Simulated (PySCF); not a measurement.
**Curvature of the energy in the electron number along the 5d series, charge +2**

Calculated with PySCF 2.14, in def2-SVP with the def2 core potential (60 electrons), ECP: one orbital is emptied in steps, and each cell gives the departure of E from the straight line at half an electron, in eV (from a cubic fit). The exact functional gives zero.

```json
{"species": "Hf²⁺", "orbital": "5d alpha", "LDA": "-1.29", "PBE": "-1.26", "r2SCAN": "-1.17", "PBE0": "-0.92", "BHandHLYP": "-0.61", "LC-wPBE": "-0.22", "wB97X": "-0.29", "UHF": "0.09"}
{"species": "Ta²⁺", "orbital": "5d alpha", "LDA": "-1.35", "PBE": "-1.32", "r2SCAN": "-1.22", "PBE0": "-0.96", "BHandHLYP": "-0.62", "LC-wPBE": "-0.25", "wB97X": "-0.31", "UHF": "0.12"}
{"species": "W²⁺", "orbital": "5d alpha", "LDA": "-1.41", "PBE": "-1.38", "r2SCAN": "-1.29", "PBE0": "-1.00", "BHandHLYP": "-0.63", "LC-wPBE": "-0.28", "wB97X": "-0.35", "UHF": "0.15"}
{"species": "Re²⁺", "orbital": "5d alpha", "LDA": "-1.49", "PBE": "-1.46", "r2SCAN": "-1.36", "PBE0": "-1.06", "BHandHLYP": "-0.65", "LC-wPBE": "-0.33", "wB97X": "-0.39", "UHF": "0.18"}
{"species": "Os²⁺", "orbital": "5d beta", "LDA": "-1.41", "PBE": "-1.37", "r2SCAN": "-1.20", "PBE0": "-0.97", "BHandHLYP": "-0.62", "LC-wPBE": "-0.24", "wB97X": "-0.37", "UHF": "0.25"}
{"species": "Ir²⁺", "orbital": "5d beta", "LDA": "-1.50", "PBE": "-1.46", "r2SCAN": "-1.36", "PBE0": "-1.04", "BHandHLYP": "-0.63", "LC-wPBE": "-0.30", "wB97X": "-0.43", "UHF": "0.27"}
{"species": "Pt²⁺", "orbital": "5d beta", "LDA": "-1.61", "PBE": "-1.57", "r2SCAN": "-1.45", "PBE0": "-1.12", "BHandHLYP": "-0.69", "LC-wPBE": "-0.39", "wB97X": "-0.51", "UHF": "0.25"}
{"species": "Au²⁺", "orbital": "5d beta", "LDA": "-1.63", "PBE": "-1.59", "r2SCAN": "-1.48", "PBE0": "-1.12", "BHandHLYP": "-0.66", "LC-wPBE": "-0.39", "wB97X": "-0.50", "UHF": "0.32"}
{"species": "Hg²⁺", "orbital": "5d beta", "LDA": "-1.70", "PBE": "-1.66", "r2SCAN": "-1.56", "PBE0": "-1.17", "BHandHLYP": "-0.67", "LC-wPBE": "-0.44", "wB97X": "-0.53", "UHF": "0.36"}
```

How does the mean departure depend on the functional?

LDA -1.49 eV; PBE -1.45 eV; r2SCAN -1.34 eV; PBE0 -1.04 eV; BHandHLYP -0.64 eV; LC-wPBE -0.32 eV; wB97X -0.41 eV; UHF 0.22 eV. Semilocal functionals are convex (delocalisation error), Hartree-Fock is concave or straight, and exact exchange removes curvature roughly in proportion to its share, so among the functionals the range-separated hybrids usually come closest to zero.

No spin-orbit coupling is included.
